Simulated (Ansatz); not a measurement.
Born–Oppenheimer molecular dynamics of H9NOSi2 (13 atoms, charge 0, multiplicity 1). It starts at the highest image of a converged band. Of that band: Neighbouring images differ by up to 2.3 eV, so the band resolves the path poorly. A vibrational analysis at the climbing image gives one clearly imaginary mode, 1426i cm⁻¹: a first-order saddle point.

Level of theory: RKS B3LYP-D4/6-31G* in Ansatz 0.2.0.

```yaml
ensemble: NVE (velocity Verlet)
time_step: 0.5 fs
steps_asked: 200
starting_velocities_drawn_for: 300 K
seed: 4469
```

Frames 5 fs apart, positions in Å, forces in eV/Å.

Velocities at 40.0 fs (Å/ps):

```
Si -2.82 -0.33 -2.04
O -2.95 7.34 13.48
Si -0.93 -1.04 -2.10
H 15.06 -1.17 4.70
H 14.22 -10.51 -6.45
H -13.89 -17.56 -13.21
H -10.90 6.14 -6.76
H 17.25 -4.50 -12.71
N -5.97 0.52 -4.82
H -13.22 0.78 -25.44
H 1.67 -13.65 -9.36
H 104.64 -26.11 25.44
H 119.52 -18.98 12.10
```

```xyz
13
Properties=species:S:1:pos:R:3:forces:R:3 time_fs=40.0 energy_less_start_eV=-1.419 T=1299
Si -0.124 -0.395 0.184 1.26 0.08 -3.53
O -0.441 -0.742 1.690 2.49 -0.13 -2.05
Si -1.404 -0.607 2.854 -2.72 -0.41 5.13
H -2.383 -1.662 2.658 -0.76 -0.49 0.25
H -0.618 -0.929 4.150 -0.68 0.54 -0.64
H -2.129 0.669 2.807 -0.07 0.48 0.32
H 1.327 -0.708 0.273 0.13 -0.09 -0.81
H -0.255 0.994 -0.359 0.01 0.18 0.78
N -1.155 -1.302 -0.894 0.30 0.26 0.87
H -1.986 -1.748 -0.544 -0.13 -0.27 0.07
H -0.873 -1.660 -1.785 0.16 -0.12 -0.38
H 4.473 -1.614 1.207 -0.43 0.29 0.81
H 4.127 -1.379 1.855 0.43 -0.29 -0.81
13
Properties=species:S:1:pos:R:3:forces:R:3 time_fs=45.0 energy_less_start_eV=-1.590 T=1418
Si -0.135 -0.397 0.162 0.56 -0.39 -1.78
O -0.430 -0.705 1.730 3.33 0.19 -4.34
Si -1.423 -0.614 2.868 -4.08 -0.53 4.12
H -2.403 -1.732 2.708 -0.20 0.08 0.20
H -0.626 -0.915 4.067 -0.18 0.37 0.61
H -2.211 0.645 2.786 0.08 0.16 0.41
H 1.308 -0.704 0.152 0.22 -0.36 -0.55
H -0.180 1.001 -0.333 -0.28 0.32 0.61
N -1.181 -1.300 -0.917 0.03 -0.34 0.18
H -2.053 -1.759 -0.653 0.38 0.25 0.24
H -0.860 -1.704 -1.796 0.16 0.27 0.32
H 5.008 -1.755 1.312 -0.11 0.11 0.24
H 4.713 -1.463 1.937 0.11 -0.11 -0.24
13
Properties=species:S:1:pos:R:3:forces:R:3 time_fs=50.0 energy_less_start_eV=-2.183 T=1836
Si -0.139 -0.402 0.123 0.89 0.00 -1.22
O -0.376 -0.666 1.714 -0.05 -0.09 -0.24
Si -1.473 -0.625 2.914 -1.32 -0.38 -0.04
H -2.472 -1.790 2.804 0.47 0.61 0.03
H -0.678 -0.814 4.113 0.07 0.12 0.75
H -2.274 0.659 2.857 0.27 -0.35 0.20
H 1.318 -0.775 -0.100 -0.60 -0.09 -0.21
H -0.166 1.069 -0.165 -0.30 -0.15 0.20
N -1.205 -1.301 -0.934 0.88 0.39 0.18
H -2.076 -1.739 -0.702 -0.30 -0.03 0.27
H -0.802 -1.708 -1.770 -0.01 -0.03 0.07
H 5.540 -1.888 1.426 0.41 -0.56 -0.99
H 5.300 -1.556 2.010 -0.41 0.56 0.99
13
Properties=species:S:1:pos:R:3:forces:R:3 time_fs=55.0 energy_less_start_eV=-2.034 T=1731
Si -0.137 -0.407 0.074 0.11 0.63 -0.13
O -0.320 -0.629 1.691 -1.95 -0.74 2.10
Si -1.533 -0.639 2.963 3.14 0.59 -0.41
H -2.464 -1.745 2.906 -0.38 -0.66 -0.23
H -0.735 -0.686 4.295 -0.60 -0.10 -0.96
H -2.289 0.617 2.972 -0.24 0.32 -0.16
H 1.213 -0.868 -0.402 -0.19 0.21 0.14
H -0.219 1.107 0.044 -0.04 -0.41 -0.50
N -1.217 -1.297 -0.947 0.11 0.33 0.49
H -2.118 -1.703 -0.703 0.31 0.21 -0.21
H -0.751 -1.722 -1.733 -0.27 -0.36 -0.13
H 6.086 -2.042 1.505 -0.25 0.49 0.73
H 5.874 -1.628 2.119 0.25 -0.49 -0.73
13
Properties=species:S:1:pos:R:3:forces:R:3 time_fs=60.0 energy_less_start_eV=-1.602 T=1427
Si -0.134 -0.407 0.025 -0.63 0.39 1.41
O -0.292 -0.603 1.697 -2.19 -1.02 1.85
Si -1.571 -0.648 3.007 2.21 0.68 -2.18
H -2.508 -1.807 2.959 0.21 0.01 -0.24
H -0.898 -0.583 4.309 0.39 -0.38 0.18
H -2.346 0.624 3.050 -0.13 -0.09 -0.45
H 1.071 -0.915 -0.672 0.58 0.35 0.45
H -0.284 1.065 0.139 0.15 0.21 -0.90
N -1.225 -1.287 -0.954 0.24 -0.24 -0.45
H -2.139 -1.636 -0.733 -0.37 0.05 -0.01
H -0.765 -1.807 -1.704 -0.44 0.04 0.35
H 6.619 -2.176 1.617 -0.08 0.23 0.29
H 6.460 -1.718 2.194 0.08 -0.23 -0.29
13
Properties=species:S:1:pos:R:3:forces:R:3 time_fs=65.0 energy_less_start_eV=-1.422 T=1301
Si -0.136 -0.403 -0.013 -0.46 0.23 2.13
O -0.296 -0.591 1.729 -1.89 -0.70 0.57
Si -1.589 -0.652 3.034 1.35 0.43 -2.76
H -2.511 -1.877 2.956 0.61 0.59 -0.13
H -0.983 -0.561 4.352 0.57 -0.32 0.39
H -2.432 0.612 3.029 0.16 -0.48 -0.39
H 1.043 -0.879 -0.829 0.34 0.37 0.92
H -0.318 1.061 0.033 0.15 0.22 -0.58
N -1.233 -1.281 -0.965 -1.26 -0.42 0.04
H -2.199 -1.539 -0.772 0.18 0.36 0.07
H -0.849 -1.910 -1.643 0.25 -0.29 -0.25
H 7.152 -2.298 1.740 0.19 -0.84 -0.91
H 7.046 -1.822 2.259 -0.19 0.84 0.91
13
Properties=species:S:1:pos:R:3:forces:R:3 time_fs=70.0 energy_less_start_eV=-1.613 T=1435
Si -0.142 -0.397 -0.034 -0.83 0.76 2.34
O -0.328 -0.590 1.770 -1.26 -0.14 -0.83
Si -1.594 -0.652 3.038 2.92 0.66 -1.35
H -2.401 -1.850 2.919 -0.34 -0.68 -0.09
H -0.953 -0.613 4.451 -0.28 -0.06 -1.08
H -2.493 0.510 2.919 -0.13 0.23 -0.05
H 1.101 -0.767 -0.779 0.23 -0.14 0.81
H -0.319 1.093 -0.203 0.02 -0.42 0.14
N -1.257 -1.283 -0.978 -0.13 -0.74 -0.38
H -2.249 -1.369 -0.795 0.04 0.06 -0.02
H -0.915 -2.040 -1.584 -0.24 0.47 0.50
H 7.691 -2.451 1.830 -0.07 0.62 0.59
H 7.626 -1.895 2.356 0.07 -0.62 -0.59
13
Properties=species:S:1:pos:R:3:forces:R:3 time_fs=75.0 energy_less_start_eV=-1.787 T=1557
Si -0.155 -0.386 -0.034 -1.01 0.00 2.26
O -0.378 -0.590 1.798 -0.23 0.40 -2.04
Si -1.577 -0.647 3.028 0.75 -0.50 -2.55
H -2.336 -1.929 2.867 -0.01 0.09 0.15
H -0.960 -0.677 4.353 0.22 0.27 0.35
H -2.572 0.442 2.799 0.12 0.10 0.33
H 1.213 -0.684 -0.540 -0.06 -0.46 0.48
H -0.319 1.048 -0.412 -0.22 -0.01 0.55
N -1.285 -1.293 -0.993 0.44 0.97 0.81
H -2.280 -1.191 -0.825 0.09 -0.24 -0.20
H -1.008 -2.128 -1.464 -0.09 -0.63 -0.14
H 8.224 -2.578 1.948 -0.01 0.36 0.29
H 8.212 -1.992 2.425 0.01 -0.36 -0.29
13
Properties=species:S:1:pos:R:3:forces:R:3 time_fs=80.0 energy_less_start_eV=-1.846 T=1599
Si -0.176 -0.374 -0.015 -0.46 -1.06 2.32
O -0.432 -0.585 1.796 0.83 0.76 -3.03
Si -1.553 -0.646 2.998 -1.06 -1.17 -1.56
H -2.281 -1.999 2.847 0.21 0.67 0.28
H -0.924 -0.683 4.314 0.19 0.38 0.46
H -2.624 0.399 2.752 0.37 -0.09 0.48
H 1.298 -0.698 -0.189 -0.80 -0.22 -0.05
H -0.365 1.001 -0.500 -0.19 0.37 0.48
N -1.305 -1.294 -1.000 0.90 -0.24 0.27
H -2.291 -1.057 -0.899 0.25 -0.22 -0.18
H -1.147 -2.264 -1.319 -0.25 0.83 0.54
H 8.760 -2.688 2.075 -0.06 -1.04 -0.74
H 8.795 -2.108 2.485 0.06 1.04 0.74
13
Properties=species:S:1:pos:R:3:forces:R:3 time_fs=85.0 energy_less_start_eV=-2.047 T=1740
Si -0.202 -0.371 0.024 -0.97 -0.74 1.82
O -0.475 -0.569 1.750 0.94 0.74 -2.63
Si -1.536 -0.654 2.956 -0.07 -0.22 1.40
H -2.195 -1.951 2.886 -0.40 -0.64 0.10
H -0.854 -0.605 4.354 -0.41 0.21 -1.00
H -2.605 0.349 2.809 -0.15 0.39 0.19
H 1.225 -0.768 0.142 -0.12 -0.08 -0.90
H -0.449 1.020 -0.472 0.13 -0.17 0.39
N -1.309 -1.293 -0.999 0.84 0.51 0.55
H -2.267 -0.965 -1.011 -0.04 0.25 -0.11
H -1.323 -2.298 -1.081 0.26 -0.26 0.19
H 9.294 -2.836 2.177 0.09 0.68 0.41
H 9.380 -2.185 2.571 -0.09 -0.68 -0.41
13
Properties=species:S:1:pos:R:3:forces:R:3 time_fs=90.0 energy_less_start_eV=-2.137 T=1803
Si -0.236 -0.374 0.077 -0.59 -0.45 -0.90
O -0.505 -0.542 1.668 -0.50 0.19 1.12
Si -1.521 -0.665 2.924 -1.11 -0.03 0.60
H -2.178 -2.004 2.952 0.03 0.02 -0.07
H -0.851 -0.477 4.213 0.43 0.00 0.25
H -2.604 0.370 2.910 0.04 -0.06 -0.18
H 1.129 -0.861 0.268 0.64 -0.03 -1.26
H -0.506 1.018 -0.359 0.30 0.05 -0.03
N -1.302 -1.290 -0.990 -0.03 -0.28 0.72
H -2.214 -0.839 -1.154 0.60 -0.30 -0.01
H -1.450 -2.299 -0.795 0.17 0.90 -0.23
H 9.829 -2.956 2.299 0.10 0.48 0.24
H 9.964 -2.290 2.636 -0.10 -0.48 -0.24
13
Properties=species:S:1:pos:R:3:forces:R:3 time_fs=95.0 energy_less_start_eV=-1.800 T=1567
Si -0.273 -0.381 0.121 2.07 0.01 -5.73
O -0.543 -0.513 1.605 -1.49 -0.67 5.72
Si -1.515 -0.675 2.897 -1.24 0.10 1.08
H -2.158 -2.060 3.001 0.40 0.64 -0.19
H -0.762 -0.346 4.107 0.42 -0.27 0.32
H -2.596 0.380 2.969 0.10 -0.38 -0.42
H 1.141 -0.947 0.113 -0.42 0.47 -0.63
H -0.496 1.028 -0.251 0.29 0.25 -0.33
N -1.290 -1.287 -0.968 0.67 0.37 0.69
H -2.081 -0.761 -1.303 -0.43 -0.15 -0.13
H -1.551 -2.169 -0.550 -0.38 -0.37 -0.38
H 10.371 -3.054 2.428 -0.31 -1.16 -0.49
H 10.541 -2.417 2.695 0.31 1.16 0.49
```

Of the whole run (100 fs, mean temperature of the second half 1587 K): The conserved energy stayed within 0.14 meV per atom of its start (net change 0.019 meV per atom), so the integration is sound. The kinetic energy rose, since the run started high on the potential surface and went downhill. It ends in pieces (H2 + H7NOSi2), so much of that is their flight and rotation, not heat. A run of 0.1 ps of so small a system gives no equilibrium averages. The orbitals stay closed-shell, which can raise the energy where a bond breaks towards radicals; this wasn't checked here.

Time of the run: 6.3 min on 2 threads of Arm Neoverse V2, with other jobs on the host, peak memory 0.18 GiB.
